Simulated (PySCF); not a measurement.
XPS shifts beside NMR shieldings

C6H11BO2.
SMILES with atom numbers: `[CH3:1][CH:2]([CH3:3])[C:4]1=[CH:5][O:6][BH2-:7][O+:8]=[CH:9]1`

Cartesian coordinates in Å at the PBE0-D3(BJ)/def2-SVP level; atoms count from 1:
```
atom  x, y, z in Å
C1    -1.9724    0.4429    1.0409
C2    -1.2279    0.1435   -0.2605
C3    -1.6513   -1.1996   -0.8541
C4     0.2730    0.2265   -0.1016
C5     1.0162    1.2928   -0.6134
O6     2.2787    1.3974   -0.5283
B7     3.0762    0.1482   -0.1553
O8     2.2482   -0.5666    0.9186
C9     0.9876   -0.5877    0.7858
H10   -1.7423   -0.3048    1.8173
H11   -3.0620    0.4239    0.8835
H12   -1.7011    1.4321    1.4390
H13   -1.5036    0.9279   -0.9876
H14   -1.1350   -1.3960   -1.8052
H15   -2.7365   -1.2253   -1.0375
H16   -1.4135   -2.0295   -0.1684
H17    0.4979    2.1537   -1.0666
H18    4.1383    0.4800    0.3199
H19    3.1098   -0.5820   -1.1380
H20    0.4544   -1.2538    1.4825
```

Binding energies: delta-SCF UKS SCAN, pcX-2 on the ionised atom, pcseg-1 elsewhere, spin-free X2C (PySCF 2.14.0). Shieldings: GIAO PBE0/pcSseg-1, non-relativistic, same geometry.

```
atom  isotropic shielding (ppm)
  C1                      158.2
  C2                      154.8
  C4                       58.1
```

Problem. What are the C 1s binding energies of these atoms?

Solution. 
```csv
atom,environment,C 1s (eV),isotropic shielding (ppm)
C4,fully substituted alkene carbon,290.73,58.1
C1,methyl carbon,290.94,158.2
C2,allylic carbon,291.37,154.8
```

Problem. Among the listed atoms, is the one with the highest binding energy also the least shielded?

Solution. No. The highest binding energy is at C2 (291.37 eV, shielding 154.8 ppm), the lowest shielding at C4 (58.1 ppm, 290.73 eV).

By binding energy: C4 < C1 < C2. By shielding: C4 < C2 < C1.

Of atoms equivalent by bonding only the ionised one is listed; its partners' own values can differ in this conformer. Isolated species at its PBE0-D3(BJ)/def2-SVP geometry (one conformer only).
